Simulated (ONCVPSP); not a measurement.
## What one change does to a pseudopotential (Zn (Z = 30), ONCV)

- Element: Zn
- Generator: ONCVPSP 4.0.1
- Type: optimised norm-conserving Vanderbilt (ONCV)
- Functional: LDA (Perdew-Wang 92)
- Relativity: fully relativistic
- Frozen core: [Ne]
- Valence charge: 20
- Reference configuration: 3s2 3p6 3d9 (charge +3)
- Partial waves: 3s: rc 0.85 bohr, ncon 5, nbas 9, qcut 11.2 1/bohr, 2 projectors, debl 0.7 Ha; 3p: rc 0.65 bohr, ncon 4, nbas 9, qcut 12.9 1/bohr, 2 projectors, debl 3.4 Ha; 3d: rc 1.45 bohr, ncon 3, nbas 7, qcut 11.8 1/bohr, 2 projectors, debl 1.9 Ha
- Local potential: polynomial inside 0.65 bohr (lpopt 3, dvloc0 0 Ha)
- Core correction: polynomial model core, fcfact 0.55

Open shells are filled in proportion to 2j + 1.

In the s channel the program set the typed energies aside and used -6.265, 0.250 Ha. In the p channel the program set the typed energies aside and used -4.555, 0.250 Ha (j = l + 1/2; the other j can differ).

All-electron outer shells of the reference configuration (LDA (PZ), scalar-relativistic, ld1.x):

```
shell  level (eV)  outermost node (bohr)  outermost maximum (bohr)
   3s     -170.53                   0.28                      0.59
   3p     -124.98                   0.25                      0.59
   3d      -51.06                      –                      0.56
```

Change: p: rc 0.9.

Cutoffs: the cutoffs (Ha) at which the residual kinetic energy of the hardest occupied pseudo-wave falls to 1 and 0.1 mHa per electron; they do not see the model core or the augmentation charge, which bear on the density cutoff. Errors are all-electron minus pseudo energies relative to the spin-unpolarised reference configuration.

**Question.** Predict the effect on cutoff, ghosts and configuration errors.

**Answer.** The potential gets softer (105 Ha and 547 Ha → 105 Ha and 293 Ha); the errors of the 4 common tests hardly move; neither file shows a bound ghost. A larger radius leaves more room for a smooth pseudo-wave, so fewer plane waves are needed.

```csv
quantity,base,changed
"cutoff, loose",105 Ha,105 Ha
"cutoff, tight",547 Ha,293 Ha
loose cutoff by channel,"s 105 Ha, p 90 Ha, d 53 Ha","s 105 Ha, p 51 Ha, d 53 Ha"
bound ghosts,none,none
GHOST(+) flags under 300 eV,none,none
"error for 3s2 3p6 3d10 4s2, meV [ΔE -69.84 eV]",+30,+31
"error for 3s2 3p6 3d10 4s1, meV [ΔE -59.66 eV]",+50,+50
"error for 3s2 3p6 3d10, meV [ΔE -40.90 eV]",+86,+86
"error for 3s2 3p6 3d10 4s1.5, meV [ΔE -65.77 eV]",+39,+39
s: phases at 0.87 bohr within 0.05 rad from the reference energy up to (Ha; the scan ends near 5),to the end of the scan,to the end of the scan
d5/2: phases at 1.47 bohr within 0.05 rad from the reference energy up to (Ha; the scan ends near 5),to the end of the scan,to the end of the scan
d3/2: phases at 1.47 bohr within 0.05 rad from the reference energy up to (Ha; the scan ends near 5),to the end of the scan,to the end of the scan
"rms error of d²Exc/dni dnj with the model core, mHa",8.85,8.78
```
